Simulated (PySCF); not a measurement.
C8H6F4O.
SMILES with atom numbers: `[CH3:1][c:2]1[cH:3][cH:4][c:5]([F:6])[cH:7][c:8]1[O:9][C:10]([F:11])([F:12])[F:13]` (hydrogens: H14, H15, H16 on C1; H17 on C3; H18 on C4; H19 on C7)

Cartesian coordinates in Å at the PBE0-D3(BJ)/def2-SVP level; atoms count from 1:
```xyz
19
C8H6F4O angstrom
C      0.3171    2.3038    0.2820
C      0.6678    0.8563    0.1239
C      1.9887    0.4109    0.0518
C      2.3102   -0.9364   -0.1016
C      1.2744   -1.8539   -0.1812
F      1.5490   -3.1476   -0.3276
C     -0.0594   -1.4682   -0.1088
C     -0.3417   -0.1139    0.0412
O     -1.6222    0.3926    0.1370
C     -2.7161   -0.3498   -0.1108
F     -2.7001   -0.8767   -1.3325
F     -3.7644    0.4416   -0.0045
F     -2.8565   -1.3530    0.7574
H     -0.2871    2.6620   -0.5661
H     -0.2837    2.4731    1.1889
H      1.2235    2.9202    0.3461
H      2.7932    1.1477    0.1163
H      3.3438   -1.2797   -0.1591
H     -0.8332   -2.2314   -0.1655
```

Theory: PBE0-D3(BJ)/def2-SVP geometry optimisation, gas phase (PySCF 2.14.0).

Masses are those of the commonest isotopes; rigid-rotor values at the optimised geometry. The values belong to one conformer with, in the numbering `[CH3:1][c:2]1[cH:3][cH:4][c:5]([F:6])[cH:7][c:8]1[O:9][C:10]([F:11])([F:12])[F:13]`, C7–C8–O9–C10 -11°.

Task: Give the principal moments of inertia and the rotational constants in MHz.

Result: Ia = 411.92, Ib = 881.12, Ic = 1201.85 u·Å²; 505379 MHz·u·Å²/I gives A = 1227, B = 573.6, C = 420.5 MHz.

Task: Classify the top.

Result: An asymmetric top: κ = (2 × 573.6 − 1227 − 420.5)/(1227 − 420.5) = -0.62.

Task: What does the inertial defect say?

Result: Not planar: Δ = Ic − Ia − Ib = -91.20 u·Å². For a rigid frame Δ = −2 Σ m c², so Σ m c² = 45.60 u·Å² lies off the ab plane: 1.59 from hydrogen and 44.01 from heavier atoms. The atom farthest from that plane is 1.16 Å away.

Task: Where do the levels up to J = 2 lie, in MHz?

Result: Above 0(0,0):
J = 1: 1(0,1) 994, 1(1,1) 1647, 1(1,0) 1800
J = 2: 2(0,2) 2958, 2(1,2) 3482, 2(1,1) 3942, 2(2,1) 5902, 2(2,0) 5925
Those of J = 1 are B + C, A + C and A + B.

Task: Predict some low-J microwave lines.

Result: The dipole components are |μa| = 1.04 D, |μb| = 1.70 D, |μc| = 0.03 D. Intensities carry the squares of the components, which stand as 0.37 : 1.00 : 0.00 (a : b : c). Some lines, for components of 0.1 D or more:

| type | branch | J(Ka,Kc) | MHz | lower level (cm⁻¹) |
| --- | --- | --- | --- | --- |
| a | Q | 2(1,1) ← 2(1,2) | 459 | 0.116 |
| a | Q | 5(2,3) ← 5(2,4) | 689 | 0.592 |
| a | Q | 3(1,2) ← 3(1,3) | 916 | 0.208 |
| a | Q | 5(1,4) ← 5(1,5) | 2232 | 0.479 |
| b | Q | 2(2,1) ← 2(1,2) | 2419 | 0.116 |
| b | R | 2(1,2) ← 1(0,1) | 2488 | 0.033 |
| b | Q | 3(2,2) ← 3(1,3) | 2663 | 0.208 |
| b | Q | 4(2,3) ← 4(1,4) | 2992 | 0.329 |
| a | R | 3(1,2) ← 2(1,1) | 3195 | 0.131 |
| b | R | 4(0,4) ← 3(1,3) | 3393 | 0.208 |
| b | Q | 4(3,2) ← 4(2,3) | 3723 | 0.428 |
| b | Q | 5(3,3) ← 5(2,4) | 3837 | 0.592 |
| a | R | 4(1,3) ← 3(1,2) | 4227 | 0.238 |
| b | R | 5(0,5) ← 4(1,4) | 4370 | 0.329 |
| a | R | 5(0,5) ← 4(0,4) | 4605 | 0.321 |
| b | Q | 5(4,1) ← 5(3,2) | 5003 | 0.722 |
| a | R | 5(4,2) ← 4(4,1) | 5023 | 0.722 |
| a | R | 5(4,1) ← 4(4,0) | 5025 | 0.722 |
| a | R | 5(3,3) ← 4(3,2) | 5031 | 0.553 |
| b | Q | 5(4,2) ← 5(3,3) | 5065 | 0.720 |
| b | Q | 4(4,1) ← 4(3,2) | 5072 | 0.553 |
| a | R | 5(3,2) ← 4(3,1) | 5078 | 0.553 |
| a | R | 5(1,4) ← 4(1,3) | 5223 | 0.379 |
| a | R | 5(2,3) ← 4(2,2) | 5281 | 0.439 |
| b | R | 4(2,3) ← 3(1,2) | 5704 | 0.238 |
| b | R | 3(3,1) ← 2(2,0) | 6621 | 0.198 |
| b | R | 4(3,2) ← 3(2,1) | 7565 | 0.300 |
| b | R | 4(4,0) ← 3(3,1) | 9090 | 0.419 |

Task: Estimate the classical rotational partition function at 10 K, 200 K and 500 K.

Result: Point group C1, symmetry number σ = 1; q = (√π/σ)·√((kT/h)³/(ABC)), k/h = 20836.6 MHz/K: 9800 at 10 K, 877000 at 200 K, 3460000 at 500 K.

No frequency check. These are rigid-rotor constants of the computed structure; measured ground-state constants (B0) also hold zero-point vibration. A rigid rotor knows nothing of internal rotation, which can split or shift real lines.

Cost: about 6 min of CPU time on one thread; the machine was shared, so the figure is rough. That covers the optimisation of the geometry.
